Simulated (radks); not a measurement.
Species: Tb V. Configuration: [Xe] 4f7.

Calculated with a radial shooting solver on a logarithmic mesh with Libxc functionals: scalar-relativistic Kohn-Sham, r2SCAN, spin-unpolarised, spherical densities, finite nucleus; meta-GGA in the generalised Kohn-Sham scheme; Fermi nuclear charge, rms radius 5.06 fm.

Energy parts (Ry):
| part | energy |
|---|---|
| total | -23412.0915 |
| kinetic | 25197.2501 |
| electron-nucleus | -56976.5129 |
| Hartree | 8876.1026 |
| exchange-correlation | -508.9313 |

Orbitals (lengths in bohr, moments of r in powers of bohr; <r^-3> diverges for s and p1/2):
| orbital | occ. | eigenvalue (Ry) | <r^-3> | <r> |
|---|---|---|---|---|
| 1s | 2 | -3820.633 | - | 0.02151 |
| 2s | 2 | -638.3033 | - | 0.09148 |
| 2p | 6 | -567.3819 | 12100 | 0.08090 |
| 3s | 2 | -145.3932 | - | 0.2390 |
| 3p | 6 | -123.4096 | 2566 | 0.2379 |
| 3d | 10 | -94.75524 | 343.2 | 0.2166 |
| 4s | 2 | -32.30667 | - | 0.5402 |
| 4p | 6 | -25.00632 | 572.9 | 0.5712 |
| 4d | 10 | -14.93933 | 64.87 | 0.6184 |
| 4f | 7 | -3.97630 | 9.511 | 0.7799 |
| 5s | 2 | -6.95125 | - | 1.274 |
| 5p | 6 | -5.08038 | 87.54 | 1.445 |

The highest occupied level is 4f at -54.100 eV. The electron density at the nucleus is 7.2e+05 e/bohr^3 (large components only). The density falls to 0.001 e/bohr^3 at r = 3.05 bohr. Summed over all electrons, <r^2> = 31.52 bohr^2, which gives a Langevin (diamagnetic) susceptibility term of -25 x 10^-6 cm^3/mol.
